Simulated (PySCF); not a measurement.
Delta-SCF ions had no search for a lower state. 

## H₂Mg, SMILES `[MgH2]` (charge 0, multiplicity 1)

All values below come from TPSSh-D3(BJ)/def2-TZVP // PBE0-D3(BJ)/def2-TZVP in PySCF.

- HOMO: -6.69 eV
- dipole moment: 0.00 D
- LUMO: -0.71 eV
- HOMO–LUMO gap: 5.98 eV
- vertical ionisation energy (Delta-SCF): 9.50 eV
- adiabatic ionisation energy (no zero-point term): 9.45 eV
- hole reorganisation energy (four-point): 2.86 kcal/mol
- total energy: -5476.39 eV
- cost: around 6 core-seconds (rough)

Bonded distances (Å): Mg1–H2 1.706, Mg1–H3 1.706. Angles (°): H2–Mg1–H3 180.0.
